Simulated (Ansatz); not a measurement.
A set of 12 reactions (ligand exchange), with CCSD(T)/CBS values in kJ/mol:

```json
{"reaction": "`BN(C)[SiH2]N` + H–F → `BN(C)[SiH2]F` + NH₃", "ΔE": "-89.4"}
{"reaction": "`[F][Zr]([F])([F])[I]` + HI → `[F][Zr]([F])([I])[I]` + H–F", "ΔE": "19.5"}
{"reaction": "`C=C[Si@H](Cl)C#C[Si@H](C)Cl` + HCl → `C=C[SiH](Cl)Cl` + `C#C[SiH](C)Cl`", "ΔE": "-61.2"}
{"reaction": "`FCOB[SiH2]S` + HCl → `S[SiH2]BCl` + `OCF`", "ΔE": "33.8"}
{"reaction": "`[Cl][GaH][GeH3]` + `NCN` → `NC[NH][GaH][Cl]` + GeH₄", "ΔE": "-17.9"}
{"reaction": "`[OH][Al]([OH])[O][SiH3]` + HCl → `[OH][Al]([Cl])[O][SiH3]` + H₂O", "ΔE": "-27.6"}
{"reaction": "`OB[TeH]` + CH₃NH₂ → `CNBO` + H₂Te", "ΔE": "-71.6"}
{"reaction": "`C[CH2][SbH2]` + NH₃ → `[NH2][SbH2]` + `CC`", "ΔE": "0.6"}
{"reaction": "`OBN([SiH3])[SiH3]` + H–F → `FBN([SiH3])[SiH3]` + H₂O", "ΔE": "-12.8"}
{"reaction": "`[Cl][InH][GeH3]` + `N=CBO` → `OB/C=[N]/[GeH3]` + `[Cl][InH2]`", "ΔE": "75.0"}
{"reaction": "`CC1([SiH3])C[SiH2]1` + `CC[SiH2]O` → `CC[SiH2]O[SiH3]` + `CC1C[SiH2]1`", "ΔE": "-95.2"}
{"reaction": "`N[SiH](O)[SiH2]F` + H–F → `O[SiH](F)[SiH2]F` + NH₃", "ΔE": "-82.5"}
```

Gas-phase electronic energies from Ansatz, PBE0-D4/def2-TZVP geometries. CCSD(T)/CBS is the MP2 limit (def2-TZVPP, def2-QZVPP) plus CCSD(T) − MP2 in def2-TZVPP, frozen cores. This one scheme is used for every species. Functionals use def2-TZVPP. B3LYP here is the variant with VWN-RPA as its local correlation; programs differ in this. Elements past krypton have def2 core potentials. For Ga, Ge, I, In, Sb, Te, Zr outer-core shells are correlated without core-valence functions, which leaves a few kJ/mol of doubt a bond. Scalar relativity is left out up to krypton. Each species was taken in one conformer, which may not be the lowest.

Give the mean, mean absolute and largest difference (level minus CCSD(T)/CBS, kJ/mol) for: PBE0-D4, B3LYP-D4, ωB97X-V, ωB97M-V, PBE, r2SCAN, PBE0, HF/def2-TZVPP, CCSD/def2-TZVPP, CCSD(T)/def2-TZVPP, HF/def2-QZVPP, MP2/def2-QZVPP, MP2/CBS(def2), CCSD/CBS(def2). (Best estimate.)

Computed: 
| level | mean | mean absolute | largest |
| --- | --- | --- | --- |
| PBE0-D4 | 2.0 | 4.0 | 11.4 |
| B3LYP-D4 | -0.4 | 5.1 | 15.4 |
| ωB97X-V | -0.8 | 5.5 | 23.8 |
| ωB97M-V | -0.1 | 4.6 | 18.8 |
| PBE | 2.6 | 5.4 | 17.8 |
| r2SCAN | -0.9 | 4.6 | 15.8 |
| PBE0 | 1.2 | 4.3 | 13.6 |
| HF/def2-TZVPP | -9.0 | 13.1 | -31.4 |
| CCSD/def2-TZVPP | -0.6 | 4.1 | 9.4 |
| CCSD(T)/def2-TZVPP | 0.2 | 2.7 | -6.8 |
| HF/def2-QZVPP | -9.5 | 13.8 | -33.4 |
| MP2/def2-QZVPP | -0.8 | 3.1 | -12.1 |
| MP2/CBS(def2) | -0.7 | 3.7 | -14.2 |
| CCSD/CBS(def2) | -0.8 | 2.2 | -5.2 |

The largest T1 diagnostic in the set is 0.016, for `[F][Zr]([F])([F])[I]` (customary mark 0.02).

CCSD(T)/CBS is a level of theory with its own doubt, and the functionals carry their triple-zeta basis error, so these figures describe this set and don't rank the functionals.
